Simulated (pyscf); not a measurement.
Optimised with ωB97X-D3(BJ)/def2-SVP in PySCF. MP2 and CC: frozen core, UHF for open shells. ΔMP2 is the change of the MP2 total energy from the triple- to the quadruple-zeta basis.

### Question
For the elementary gas-phase step `[SiH3][O][GaH2]` → `[GaH]` [singlet] + `[OH][SiH3]` (singlet surface; Ga–O, Ga–H broken, H–O formed), what barrier and reaction energy does CCSD(T)/def2-TZVPP + ΔMP2(QZVPP) give, measured from the reactant's lowest minimum found?

### Answer
ΔE‡ = 61.6 kcal/mol, ΔE = +37.7 kcal/mol. Zero-point energy shifts the barrier by -2.2 kcal/mol. It is a 1,1-elimination, with an imaginary mode of 1579i cm⁻¹. On the product side the descent ends in an adduct with a Ga–O contact, 11.5 kcal/mol under the separated species and 35.0 kcal/mol under the saddle at ωB97X-D3(BJ)/def2-TZVP. What is counted as broken (Ga–O) persists as a longer contact in the product adduct; parting that adduct is a step of its own. At ωB97X-D3(BJ)/def2-TZVP the barrier from the zero used here is 64.7 kcal/mol. One saddle was located; it need not be the lowest between these sides. The CCSD(T) − MP2 part came from Ansatz, without density fitting, on the same reference. The frozen core leaves the outer d or s,p core shells of the metals and heavy elements correlated in the MP2 and CC values, and def2-TZVPP describes them poorly, which can shift differences by a few kcal/mol. Elements up to Kr have no core potential and no relativistic terms here.
